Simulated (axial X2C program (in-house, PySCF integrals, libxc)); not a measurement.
**Photoelectron levels of AlCu by EOM-IP-CCSD**

Calculated with an in-house all-electron X2C program for linear molecules (integrals from PySCF): two-component X2C with atomic mean-field Coulomb and Gaunt terms, Gaussian nuclei, basis Cu dyall-cv3z, Al dyall-v3z with contracted cores.

R = 2.180 Å (0.920 times 2.370 Å, the PBE0 minimum at charge 0 for the lowest determinant).

Vertical ionisation energies of AlCu to the states of AlCu⁺:

```tsv
Ω of AlCu⁺	vertical IE (eV)	above lowest (cm⁻¹)	ionised spinor	one-hole weight
1/2	6.750	0	59% Al pσ, 22% Cu sσ, 11% Al sσ	0.95
1/2	9.818	24746	66% Cu dσ, 17% Al sσ, 9% Cu sσ	0.87
5/2	10.014	26326	100% Cu dδ	0.90
```

This point took 11 s on 1 thread of Arm Neoverse V2, with other jobs on the host.

Reference electrons by ω block (each with its −ω partner): 1/2: 15, 3/2: 5, 5/2: 1. 14 electrons of AlCu correlated (inner shells frozen), 92 natural virtual spinors (a truncated set); levels can be off by some tenths of an eV. Roots sought by Ω: (1/2: 4, 3/2: 3, 5/2: 1); the list ends where they run out and leaves out roots under 60 % one-particle weight. The solver can skip a root, and states that need a further excitation, which the method places far too high, are missing though they may lie low or lowest. T1 of the reference 0.036 (Lee–Taylor). Number of frozen shells: Cu 3 s, 2 p; Al 2 s, 1 p. Large amplitudes in the reference (orbital relaxation or multireference character) lower the reliability.
